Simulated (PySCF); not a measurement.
Screening by computed properties: pick the candidate that meets the target.

Species are written as SMILES; each is one conformer at its optimised geometry, gas phase, non-relativistic unless stated. Electronic properties by PySCF.

The conformers computed, where there is a choice (atom-mapped SMILES and torsion angles):
- `[NH2:1][Si@@H:2]([SiH3:3])[c:4]1[cH:5][cH:6][cH:7][cH:8][cH:9]1`: N1–Si2–C4–C5 -38°, H–N1–Si2–Si3 53°, H–N1–Si2–Si3 -169°
- `[CH3:1][CH2:2][C@@H:3]([CH3:4])[Si@H:5]([O:6][CH3:7])[S:8][CH3:9]`: C1–C2–C3–C4 173°, C2–C3–Si5–O6 -162°, C3–Si5–O6–C7 78°, C3–Si5–S8–C9 164°
- `[N:1]#[C:2][CH2:3][CH2:4][C@@H:5]([SiH3:6])[C:7]([F:8])([F:9])[F:10]`: C2–C3–C4–C5 -59°, C3–C4–C5–Si6 160°, C4–C5–C7–F8 -62°
- `[N:1]#[C:2][Si@H:3](/[CH:4]=[CH:5]\[SiH3:6])[CH:7]1[CH2:8][CH2:9]1`: C2–Si3–C4–C5 150°, C2–Si3–C7–C8 153°
- `[CH3:1][Si:2]([CH3:3])([NH2:4])[C:5]#[C:6][C:7]([F:8])([F:9])[F:10]`: H–N4–Si2–C1 -39°, H–N4–Si2–C1 175°

Question: Wanted: HOMO energy between -8 eV and -7 eV (PBE0/pcSseg-1) and dipole moment above 3 D (PBE0/pcSseg-1), at GFN2-xTB geometries. Which candidate meets both?
A. `CC[C@@H](C)[Si@H](OC)SC`
B. `C(CC#N)[C@@H]([SiH3])C(F)(F)F`
C. `N#C[Si@H](/C=C\[SiH3])C1CC1`
D. `N[Si@@H]([SiH3])c1ccccc1`
E. `C[Si](C)(N)C#CC(F)(F)F`

Answer: E. Computed values:
```csv
species,HOMO energy,dipole moment
C(CC#N)[C@@H]([SiH3])C(F)(F)F,-9.38 eV,3.31 D
N#C[Si@H](/C=C\[SiH3])C1CC1,-8.38 eV,4.27 D
C[Si](C)(N)C#CC(F)(F)F,-7.61 eV,4.46 D
N[Si@@H]([SiH3])c1ccccc1,-7.13 eV,1.25 D
CC[C@@H](C)[Si@H](OC)SC,-6.56 eV,2.49 D
```
